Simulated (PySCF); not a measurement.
CH5Si, SMILES C[SiH2], multiplicity 2. Atoms are numbered in the order given.

```xyz
7

C     -1.2026     0.0293     0.0000
Si     0.6757    -0.1012     0.0000
H     -1.6283    -0.4495    -0.8849
H     -1.6283    -0.4495     0.8849
H     -1.5133     1.0797     0.0000
H      1.2628     0.5299    -1.2126
H      1.2628     0.5299     1.2126
```
Charge 0, spin multiplicity 2.

Geometry: TPSSh-D3(BJ)/def2-TZVP. The isomer is the one that the SMILES or the coordinates give; other isomers of the formula were not compared.

Method: PBE/pcH-1 (PySCF).

Unrestricted Kohn–Sham, ⟨S²⟩ = 0.752. Hyperfine tensors hold the contact and dipolar terms, without spin-orbit corrections.

Computed hyperfine couplings:
| nucleus | A(iso) (MHz) | A(iso) (G) | dipolar principal values (MHz) |
|---|---|---|---|
| 13C no. 1 | 11.2 | 4.0 | -4.0, -3.6, 7.6 |
| 29Si no. 2 | -435.3 | -155.3 | -167.8, 83.8, 84.0 |
| 1H no. 3 | 4.2 | 1.5 | -4.1, -2.5, 6.5 |
| 1H no. 4 | 4.2 | 1.5 | -4.1, -2.5, 6.5 |
| 1H no. 5 | 68.7 | 24.5 | -4.2, 0.6, 3.6 |
| 1H no. 6 | 28.6 | 10.2 | -9.5, 1.1, 8.4 |
| 1H no. 7 | 28.6 | 10.2 | -9.5, 1.1, 8.4 |

### Question
And the g tensor (effective nuclear charges for spin-orbit coupling, GIAO)? (An estimate is asked for; the answer gives what the named calculation found.)

### Answer
principal values 2.0022, 2.0047, 2.0051; isotropic 2.0040.
